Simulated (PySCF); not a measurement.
Nb: ionisation energy

Nb [Kr] 4d4 5s1 (6D) → Nb+ [Kr] 4d4 (5D), as a difference of total energies. Computed with PySCF 2.14 in ANO-R3 (8s6p6d3f2g1h, 106 functions), with the spin-free X2C one-electron Hamiltonian (Gaussian nucleus). Correlated levels: valence: [Kr] frozen. The calculations carry no spin-orbit coupling.

| method | ionisation energy (eV) |
| --- | --- |
| UHF | 5.989 |
| MP2 (valence) | 6.458 |
| SCS-MP2 (valence) | 6.145 |
| CCSD (valence) | 6.523 |
| CCSD(T) (valence) | 6.555 |

Errors of the correlated levels include the incompleteness of this basis and the frozen core.

Q: Which method comes closest to the reference value, and which is furthest?

A: The reference is 6.776 eV (measured; NIST levels, between the centres of gravity of the two terms). Closest: CCSD(T) (valence) (error -0.221 eV); furthest: UHF (error -0.787 eV).
